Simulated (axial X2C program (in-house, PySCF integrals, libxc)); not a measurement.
**Testing model relations on TeC**

A bond curve at the PBE0 level, with spin–orbit coupling, was computed with an in-house all-electron X2C program for linear molecules (integrals from PySCF) (basis Te dyall-cv3z [11s12p8d4f1g], C dyall-v3z [7s6p2d1f] (cores contracted in-house)) for the state Ω = 0 (closed shell). Its fit gives Re = 1.8847 Å, ωe = 898.6 cm⁻¹, ωexe = 3.34 cm⁻¹ and αe = 2.378e-03 cm⁻¹; the masses are 129.9062 and 12.0000 u. Two-component means X2C with spin–orbit coupling and atomic mean-field Coulomb and Gaunt terms.

**Question.** Find the reduced mass, Be and the force constant.

**Answer.** From the PBE0 values: μ = 10.9852 u. Be = 16.8576/(μ Re²) = 0.432 cm⁻¹. k = 5.8918×10⁻⁷ μ ωe² = 5.23 mdyn/Å.

**Question.** The dipole moment p changes by 3.13 D/Å at Re. What harmonic infrared intensity follows?

**Answer.** I = 42.256 × (dp/dR)²/μ = 38 km/mol.

**Question.** Where do the fundamental and the first overtone lie?

**Answer.** ν(1←0) = ωe − 2ωexe = 891.9 cm⁻¹; ν(2←0) = 2ωe − 6ωexe = 1777.2 cm⁻¹.

**Question.** A Morse curve ties αe to the other constants (Pekeris). How well does that hold?

**Answer.** αe(Morse) = 6Be²/ωe × (√(ωexe/Be) − 1) = 2.219e-03 cm⁻¹; the PBE0 curve gives 2.378e-03 cm⁻¹, a ratio of 0.93.

**Question.** Estimate the centrifugal constant by the Kratzer relation.

**Answer.** D = 4Be³/ωe² = 3.99e-07 cm⁻¹.

Occupations by symmetry block were frozen at the best pattern of an incomplete PBE0 search.
